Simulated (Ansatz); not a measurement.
The cluster Al₃Sb₃⁺. Charge 1, multiplicity 2. Geometry PBE0-D4/def2-SVP, basis def2-TZVP, Ansatz.

```xyz
6

Al   -1.465   -1.592   -1.000
Al   -0.543    0.874   -0.907
Al    0.436   -0.881    0.811
Sb   -0.425   -3.224    0.703
Sb    0.455    3.233   -0.718
Sb    1.542    1.590    1.111
```

```
run  HOMO (eV)  LUMO (eV)
  A      -9.48      -7.66
  B      -8.99      -8.26
  C      -8.45      -7.98
  D      -8.70      -8.18
  E      -8.68      -7.99
```

In the def2 sets Sb takes a core potential; there is no spin–orbit coupling. Another isomer (doublet) lies 0.24 eV lower at PBE0-D4/def2-TZVP; other spin states weren't run for this one.

HOMO and LUMO are taken over both spins.

**Question.** The runs used B97M-V, BLYP, PBE, PBE0, r2SCAN. Estimate which is which.

**Answer.** A PBE0 (25 % exact exchange); B r2SCAN (0 % exact exchange); C BLYP (0 % exact exchange); D PBE (0 % exact exchange); E B97M-V (0 % exact exchange). Exact exchange lowers occupied and raises empty levels; among semilocal functionals meta-GGAs tend to open the gap a little, and such runs are hard to tell apart. The gap grows from 0.47 eV (BLYP) to 1.83 eV (PBE0).
